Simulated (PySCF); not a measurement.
A PySCF script (with the pyscf-properties extension) for the NMR shieldings of `BN([SiH3])[SiH2]Br`, BBrH7NSi2, on a GFN2-xTB geometry:

```python
import basis_set_exchange as bse
import numpy as np
from pyscf import gto, dft
from pyscf.prop import nmr

atoms = """
B     0.087566    1.683413   -0.401008
N    -0.011729    0.326199   -0.044484
Si   -1.512474   -0.589760   -0.214274
Si    1.352485   -0.519489    0.630177
Br    2.018617   -2.042602   -0.813227
H     1.099048    2.252692   -0.236791
H    -0.841108    2.230302   -0.855043
H    -1.205986   -1.799431   -0.978476
H    -1.928047   -0.930915    1.150841
H    -2.471129    0.262518   -0.897712
H     2.478982    0.373440    0.813965
H     0.934974   -1.247054    1.820007
"""
names = dict.fromkeys(["B", "N", "Si", "Br", "H"], "pcSseg-1")
basis = {el: gto.basis.parse(bse.get_basis(n, elements=[el], fmt="nwchem")) for el, n in names.items()}
mol = gto.M(atom=atoms, basis=basis, charge=0, verbose=0)
mf = dft.RKS(mol, xc="PBE0")
mf.grids.level = 2
mf.grids.alignment = dft.numint.BLKSIZE   # the property module wants whole blocks of grid points
mf.conv_tol = 1e-9
mf.kernel()

calc = nmr.RKS(mf)   # GIAO
C = mf.mo_coeff
Co = C[:, mf.mo_occ > 0]
resp = mf.gen_response(singlet=True, hermi=2)
def vind(x):   # induced exchange potential for any number of trial vectors
    d = np.einsum("pi,xij,qj->xpq", C, 2 * x.reshape(-1, C.shape[1], Co.shape[1]), Co, optimize=True)
    return np.einsum("xpq,pi,qj->xij", resp(d - d.transpose(0, 2, 1)), C, Co, optimize=True).ravel()
mo1, _ = nmr.rhf.solve_mo1(calc, with_cphf=vind)
sigma = calc.kernel(mo1)
for i, s in enumerate(sigma):   # ppm
    print("%2d %-2s %9.2f" % (i, mol.atom_pure_symbol(i), np.trace(s) / 3))
```

Problem. What are the results?

Solution. 
```
 0 B      50.94
 1 N     125.79
 2 Si    387.06
 3 Si    352.29
 4 Br   2614.79
 5 H      26.24
 6 H      26.28
 7 H      26.42
 8 H      26.75
 9 H      26.87
10 H      25.92
11 H      25.91
```

These numbers come from an equivalent density-fitted implementation of the same equations, which agrees with the script to about 0.01 ppm for H and up to a few tenths of a ppm for heavy atoms, so last digits may differ.

Relativistic effects, spin–orbit coupling among them, are left out; they matter for Br and for the light atoms bonded to it.

Size and cost of the density-fitted run: 158 basis functions, 17 s wall time on 1 thread of an x86-64 server CPU, shared host.
